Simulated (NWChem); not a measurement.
Everything below was run with NWChem. System: C3H7FSi, charge 0, spin multiplicity 1, at a geometry optimised with B3LYP/def2-SVP. The structure started from a generated list of species. Level: BP86/def2-SVP.

Input file:

```
start mol
memory heap 200 mb stack 800 mb global 1000 mb
geometry units angstroms nocenter noautoz noautosym
  C     -1.686983     0.193905     1.466164
  C     -0.986463     0.205743     0.331770
  F     -1.455280    -0.470590    -0.742229
  C      0.323546     0.861159     0.049259
  Si     1.715124    -0.341452    -0.472686
  H     -2.628128    -0.354990     1.529295
  H     -1.328550     0.734066     2.342543
  H      0.658002     1.424254     0.933830
  H      0.202418     1.587853    -0.775234
  H      1.853537    -1.428219     0.539070
  H      1.435376    -0.939411    -1.807549
  H      2.992532     0.427248    -0.547452
end
basis spherical
  * library def2-svp
end
dft
  xc becke88 perdew86
  semidirect memsize 60000000 filesize 0
  iterations 100
end
task dft energy
```

Output (cleaned and shortened):

```
             Northwest Computational Chemistry Package (NWChem) 7.3.0
             --------------------------------------------------------

                                NWChem Input Module
                                -------------------

 Scaling coordinates for geometry "geometry" by  1.889725989
 (inverse scale =  0.529177249)

                             Geometry "geometry" -> ""
                             -------------------------

 Output coordinates in angstroms (scale by  1.889725989 to convert to a.u.)

  No.       Tag          Charge          X              Y              Z
 ---- ---------------- ---------- -------------- -------------- --------------
    1 C                    6.0000    -1.68698300     0.19390500     1.46616400
    2 C                    6.0000    -0.98646300     0.20574300     0.33177000
    3 F                    9.0000    -1.45528000    -0.47059000    -0.74222900
    4 C                    6.0000     0.32354600     0.86115900     0.04925900
    5 Si                  14.0000     1.71512400    -0.34145200    -0.47268600
    6 H                    1.0000    -2.62812800    -0.35499000     1.52929500
    7 H                    1.0000    -1.32855000     0.73406600     2.34254300
    8 H                    1.0000     0.65800200     1.42425400     0.93383000
    9 H                    1.0000     0.20241800     1.58785300    -0.77523400
   10 H                    1.0000     1.85353700    -1.42821900     0.53907000
   11 H                    1.0000     1.43537600    -0.93941100    -1.80754900
   12 H                    1.0000     2.99253200     0.42724800    -0.54745200

 Effective nuclear repulsion energy (a.u.)     218.9801108470

            Nuclear Dipole moment (a.u.)
            ----------------------------
        X                 Y               Z
 ---------------- ---------------- ----------------
     0.0000056692     0.0000094486    -0.0000075589


 Summary of "ao basis" -> "" (spherical)
 ------------------------------------------------------------------------------
       Tag                 Description            Shells   Functions and Types
[...]
 Vector   24  Occ=2.000000D+00  E=-2.204286D-01
              MO Center= -1.2D+00,  1.7D-01,  7.5D-01, r^2= 2.5D+00
   Bfn.  Coefficient  Atom+Function         Bfn.  Coefficient  Atom+Function
  ----- ------------  ---------------      ----- ------------  ---------------
     5      0.351205   1 C  py               19      0.274487   2 C  py
     8      0.261227   1 C  py               33      0.212550   3 F  py
     4     -0.207375   1 C  px               18     -0.171024   2 C  px
    36     -0.160575   3 F  py                7     -0.155038   1 C  px
    22      0.140683   2 C  py                6     -0.129482   1 C  pz

 Vector   25  Occ=0.000000D+00  E=-2.326559D-02
              MO Center= -8.4D-01,  2.0D-01,  6.5D-01, r^2= 3.7D+00
   Bfn.  Coefficient  Atom+Function         Bfn.  Coefficient  Atom+Function
  ----- ------------  ---------------      ----- ------------  ---------------
     8      0.438337   1 C  py               22     -0.429356   2 C  py
    19     -0.410663   2 C  py               68     -0.356833   5 Si py
     5      0.313397   1 C  py               91      0.292420   9 H  s
     7     -0.288404   1 C  px               21      0.274995   2 C  px
    60     -0.263580   5 Si s               106      0.261020  12 H  s

 Vector   26  Occ=0.000000D+00  E= 7.524299D-03
              MO Center=  1.5D+00, -4.7D-02, -3.2D-01, r^2= 5.0D+00
   Bfn.  Coefficient  Atom+Function         Bfn.  Coefficient  Atom+Function
  ----- ------------  ---------------      ----- ------------  ---------------
    45      1.743360   4 C  s                67      1.041301   5 Si px
    68     -0.607171   5 Si py               91     -0.531487   9 H  s
    86     -0.525268   8 H  s               106     -0.514451  12 H  s
    69     -0.311589   5 Si pz               49      0.285421   4 C  px
    96     -0.257237  10 H  s               101     -0.238377  11 H  s

 Vector   27  Occ=0.000000D+00  E= 2.756878D-02
              MO Center=  1.2D+00, -1.8D-01, -3.5D-01, r^2= 5.1D+00
   Bfn.  Coefficient  Atom+Function         Bfn.  Coefficient  Atom+Function
  ----- ------------  ---------------      ----- ------------  ---------------
    68      1.130537   5 Si py               96      1.049247  10 H  s
   106     -0.787613  12 H  s                69     -0.593761   5 Si pz
    67      0.378724   5 Si px               86     -0.286027   8 H  s
    81     -0.280832   7 H  s                23      0.234367   2 C  pz
    51      0.234509   4 C  pz               76      0.225900   6 H  s

 center of mass
 --------------
 x =  -0.09766147 y =  -0.03991022 z =  -0.06144424

 moments of inertia (a.u.)
 ------------------
         295.324381444881          28.574002983102         163.244886433050
          28.574002983102         893.434461818400         -63.617100095670
         163.244886433050         -63.617100095670         781.461585106895

     Multipole analysis of the density
     ---------------------------------

     L   x y z        total         alpha         beta         nuclear
     -   - - -        -----         -----         ----         -------
     0   0 0 0     -0.000000    -24.000000    -24.000000     48.000000

     1   1 0 0      0.242546      0.121270      0.121270      0.000006
     1   0 1 0      0.407473      0.203732      0.203732      0.000009
     1   0 0 1      0.261409      0.130708      0.130708     -0.000008

     2   2 0 0    -29.942502   -206.707183   -206.707183    383.471863
     2   1 1 0      0.417097      9.216207      9.216207    -18.015318
     2   1 0 1     -0.777853     50.042508     50.042508   -100.862869
     2   0 2 0    -28.736464    -44.497271    -44.497271     60.258078
     2   0 1 1      0.061027    -17.365912    -17.365912     34.792852
     2   0 0 2    -28.382178    -76.355823    -76.355823    124.329469

 Task  times  cpu:       16.3s     wall:       16.3s

 Total times  cpu:       16.5s     wall:       16.5s
```
